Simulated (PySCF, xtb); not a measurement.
C4H5F, SMILES C#C[C@H](C)F.

GFN2-xTB (xtb) at its own geometry gives an orbital gap of 6.63 eV and a dipole moment of 2.40 D.

Coordinates come from a PBE0-D3(BJ)/def2-SVP optimisation. The structure was generated by enumeration; whether it is a known compound was not checked.

Problem. What does M06-2X/def2-TZVP in PySCF give? (Estimate from the structure and the level; the computed values follow.)

Solution. gap 10.60 eV (levels -9.36 and 1.24 eV), dipole 1.88 D.
